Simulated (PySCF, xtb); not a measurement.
BrHOS₂W, SMILES [W](=[S])([Br])(=[O])[SH], multiplicity 1. One conformer was computed; it need not be the lowest.

Harmonic wavenumbers (cm⁻¹) from xtb 6.7.1 with GFN2-xTB at its own minimum, in rising order: 82, 105, 112, 157, 178, 238, 262, 319, 500, 514, 882, 2331.

Problem. What does B3LYP-D3(BJ)/def2-SVP (PySCF 2.14.0) give at its own minimum? (The exact figures need the calculation; the answer reports its results.)

Solution. 96, 117, 129, 199, 247, 289, 301, 393, 547, 659, 1012, 2637. Paired by order, the mean absolute difference is 79 cm⁻¹ and the zero-point energies are 8.1 and 9.5 kcal/mol.
